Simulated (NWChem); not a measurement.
System: BaCl, doublet; SMILES [Cl][Ba]

```xyz
2

Ba     0.0000     0.0000    -0.6929
Cl     0.0000     0.0000     2.0362
```
Atoms are numbered in this order, from 1.

Level: PBE0/def2-SVP with def2 effective core potentials on Ba, spin-unrestricted (NWChem), optimised geometry, unscaled harmonic frequencies. This spin state was assumed; another may lie lower. def2 effective core potentials on Ba; no spin-orbit coupling.

**Question.** List the harmonic frequencies with IR intensities, and the thermochemistry.

**Answer.** 
```
frequency (cm⁻¹)  IR intensity (km/mol)
----------------  ---------------------
293                                29.3
```

| Quantity | Result |
|---|---|
| zero-point energy | 0.4 kcal/mol |
| thermal correction to the enthalpy at 298.15 K (with zero-point energy) | 2.8 kcal/mol |
| heat capacity Cv | 6.7 cal/(mol K) |

Rigid rotor and harmonic oscillator.
